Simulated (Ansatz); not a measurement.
`CC(C)[CH2][Ge]([Cl])([Cl])[Cl]` + H₂ → `[CH3][Ge]([Cl])([Cl])[Cl]` + propane  (hydrogenolysis of a C–C bond)

Calculated with Ansatz (gas phase, PBE0-D4/def2-TZVP geometries, no zero-point term in ΔE). CCSD(T)/CBS adds triple-zeta CCSD(T) − MP2 to the extrapolated MP2 energy (def2 sets, frozen cores). This one scheme is used for every species. Functionals use def2-TZVPP. B3LYP here is the variant with VWN-RPA as its local correlation; programs differ in this. For Ge outer-core shells are correlated without core-valence functions, which leaves a few kJ/mol of doubt a bond. Scalar relativity is left out up to krypton. Each species was taken in one conformer, which may not be the lowest.

`CC(C)[CH2][Ge]([Cl])([Cl])[Cl]`:

Cartesian coordinates in Å:
```
C -1.185 0.453 1.665
C -0.097 0.397 0.600
C 1.084 -0.438 1.071
C -0.691 -0.129 -0.704
Ge 0.505 -0.118 -2.234
Cl -0.616 -0.039 -4.055
Cl 1.747 -1.856 -2.357
Cl 1.803 1.584 -2.214
H -0.792 0.864 2.598
H -1.572 -0.548 1.878
H -2.024 1.077 1.348
H 0.257 1.419 0.422
H 0.790 -1.482 1.216
H 1.912 -0.423 0.358
H 1.464 -0.063 2.023
H -1.030 -1.165 -0.596
H -1.554 0.466 -1.016
```

H₂:

Cartesian coordinates in Å:
```
H -0.186 0.237 0.220
H 0.186 -0.237 -0.220
```

`[CH3][Ge]([Cl])([Cl])[Cl]`:

```xyz
8

C    -0.726    0.521   -0.678
Ge    0.520   -0.374    0.486
Cl    0.075   -2.456    0.649
Cl    2.522   -0.198   -0.236
Cl    0.472    0.451    2.456
H    -0.667    0.073   -1.670
H    -0.465    1.577   -0.731
H    -1.732    0.405   -0.276
```

`CCC`:

Z-matrix (Å, degrees):
```
C
C 1 1.519
H 1 1.094 2 111.1
H 1 1.094 2 111.1 3 119.5
H 1 1.093 2 111.7 3 -120.3
C 2 1.519 1 112.7 3 -59.7
H 2 1.095 1 109.5 3 178.2
H 2 1.095 1 109.5 3 62.4
H 6 1.094 2 111.0 1 59.7
H 6 1.093 2 111.7 1 -180.0
H 6 1.094 2 111.1 1 -59.7
```

```
             level  ΔE (kJ/mol)  difference from CCSD(T)/CBS
         r2SCAN-D4        -59.1                         -5.9
            B97M-V        -64.9                        -11.7
          BHLYP-D4        -65.1                        -11.9
           ωB97M-V        -57.7                         -4.5
            r2SCAN        -64.1                        -10.9
             B3LYP        -83.4                        -30.2
           r2SCAN0        -67.6                        -14.4
  CCSD(T)/def2-SVP        -52.9                          0.3
CCSD(T)/def2-TZVPP        -54.4                         -1.2
    MP2/def2-QZVPP        -46.7                          6.5
       CCSD(T)/CBS        -53.2                            0
```

Largest T1 diagnostic among the species: 0.009.

From r2SCAN to r2SCAN0 (25 % exact exchange), in def2-TZVPP and without D4, ΔE moves by −3.5 kJ/mol. Leaving LDA and LC-ωPBE aside and taking each functional with its dispersion term where it has one, the values, not all of them listed here, spread over 22.0 kJ/mol, from B2PLYP to revPBE-D4. LDA lies +21.3 kJ/mol from PBE without D4. In def2-TZVPP, CCSD(T) changes the Hartree–Fock value by +42.3 kJ/mol (the triples alone add +7.8 kJ/mol) and MP2 by +49.7 kJ/mol.

CCSD(T)/CBS has its own doubt, a few kJ/mol and more with outer-core shells, so smaller differences from it don't rank the levels.
